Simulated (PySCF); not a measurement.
O2Se, charge -1, doublet, geometry from GFN2-xTB (a state made from the parent by changing its charge; the spin is typed, not shown lowest) (in this run its highest filled SCF level lies above zero, so its values depend strongly on the basis, on diffuse functions most of all). Base run: B3LYP/6-31G* (PySCF).

Input for PySCF:
```python
from pyscf import gto, scf, dft, solvent

mol = gto.M(
    atom='''
O    -1.285167   -0.747164    0.059776
Se   -0.019716    0.311991   -0.029700
O     1.368962   -0.578800    0.066451
''',
    basis='6-31g*',
    charge=-1,
    spin=1,
    verbose=4,
)

mf = dft.UKS(mol)
mf.xc = 'b3lyp'
mf.kernel()
mf.analyze()
```

Variants of this job, named by their change:

```csv
change,ΔE vs base (kcal/mol)
base,0.000
model = IEF-PCM; solvent = n-hexane,-30.61
model = IEF-PCM; solvent = acetonitrile; r_probe = 0.5,-53.65
model = IEF-PCM; solvent = acetonitrile,-64.7
model = IEF-PCM; solvent = acetonitrile; vdw_scale = 1.1,-68.6
model = SS(V)PE; solvent = acetonitrile,-63.3
model = IEF-PCM; solvent = acetonitrile; vdw_scale = 1.4,-57.27
model = IEF-PCM; solvent = water,-65.7
model = IEF-PCM; solvent = methanol,-64.5
model = ddCOSMO; solvent = acetonitrile,-62.26
model = COSMO; solvent = acetonitrile,-63.8
model = IEF-PCM; solvent = acetonitrile; vdw_scale = 1.0,-72.4
```

The base is the gas phase, so ΔE is the electrostatic part of solvation at a fixed geometry, without cavity and dispersion terms.

Open shells are given as the SCF converged; they aren't shown to be the lowest states, and a large step between rows can be another state.

The gas-phase anion may not be bound at this level, which the solvent then changes.
